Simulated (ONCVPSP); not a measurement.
# Ranking ONCV potentials for Mn

All share these settings but for the change named:

| Property | Result |
| --- | --- |
| Element | manganese (Mn) |
| Generator | ONCVPSP 4.0.1 |
| Type | optimised norm-conserving Vanderbilt (ONCV) |
| Functional | PBEsol |
| Relativity | scalar-relativistic |
| Frozen core | [Ne] |
| Valence charge | 15 |
| Reference configuration | 3s2 3p6 3d5 4s2 |
| Partial waves | 3s+4s: rc 1.30 bohr, ncon 3, nbas 8, qcut 9 1/bohr, 2 projectors; 3p: rc 1.00 bohr, ncon 5, nbas 8, qcut 8 1/bohr, 2 projectors, debl 3.3 Ha; 3d: rc 1.00 bohr, ncon 5, nbas 9, qcut 18.5 1/bohr, local |
| Local potential | the d channel |
| Core correction | Teter function, fcfact 3.25, rcfact 1.15 |

Cutoff: the first of the cutoffs (Ha) at which the residual kinetic energy of the hardest occupied pseudo-wave falls to 1 and 0.1 mHa per electron; the density cutoff is not measured.

The base gives 107 Ha.

Of 6 variants that were run, those that failed, showed a ghost or another fault, or gave nearly equal values are left out.

A variant can come out equal or close to the base.

(1) Rank these variants from softest to hardest (loose cutoff).
A. d: qcut 18.6
B. d: qcut 11.5
C. d: qcut 13.9

Answers

(1) C (84 Ha), A (108 Ha), B (162 Ha).
